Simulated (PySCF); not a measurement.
C2H6Zn, SMILES [Zn]([CH3])[CH3]. Atoms are numbered in the order given.

```xyz
9

Zn     0.0000     0.0000     0.0000
C      0.0000     0.0000    -1.9343
H      0.8821     0.5223    -2.3428
H     -0.8934     0.5028    -2.3428
H      0.0112    -1.0251    -2.3428
C      0.0000     0.0000     1.9343
H      0.8821    -0.5223     2.3428
H     -0.8934    -0.5028     2.3428
H      0.0112     1.0251     2.3428
```

Geometry: r2SCAN-D4/def2-SVP. The geometry has at least one imaginary mode, so it is a saddle point at that level. The isomer is the one that the SMILES or the coordinates give; other isomers of the formula were not compared.

These are PySCF 2.14.0 with r2SCAN-D4/def2-SVP values and carry that method's errors.

Frequencies are harmonic and unscaled.

Modes within 1.5 cm⁻¹ of each other (mostly degenerate sets) share a row, with their intensities summed.

| mode | ν (cm⁻¹) | IR (km/mol) | Raman (Å⁴/amu) | depolarisation | moving atoms (share of kinetic energy) |
|---|---|---|---|---|---|
| 1 | 31i | 0.0 | 0.0 | – | H 100 % |
| 2–3 | 136 | 4.6 | 0.0 | – | C 40 %, H 32 %, Zn 28 % |
| 4 | 513 | 0.0 | 33.2 | 0.23 | C 79 %, H 21 % |
| 5–6 | 595 | 0.0 | 1.5 | 0.75 | H 85 %, C 15 % |
| 7 | 613 | 46.5 | 0.0 | – | C 51 %, Zn 31 %, H 17 % |
| 8–9 | 692 | 142.4 | 0.0 | – | H 75 %, C 21 % |
| 10 | 1190 | 0.0 | 11.9 | 0.10 | H 82 %, C 18 % |
| 11 | 1192 | 10.4 | 0.0 | – | H 79 %, C 21 % |
| 12–13 | 1425 | 0.0 | 49.0 | 0.75 | H 95 % |
| 14–15 | 1428 | 6.7 | 0.1 | – | H 96 % |
| 16 | 3021 | 28.0 | 0.0 | – | H 97 % |
| 17 | 3023 | 0.0 | 308.4 | 0.00 | H 97 % |
| 18–21 | 3124 | 37.1 | 438.9 | 0.75 | H 91 %, C 9 % |
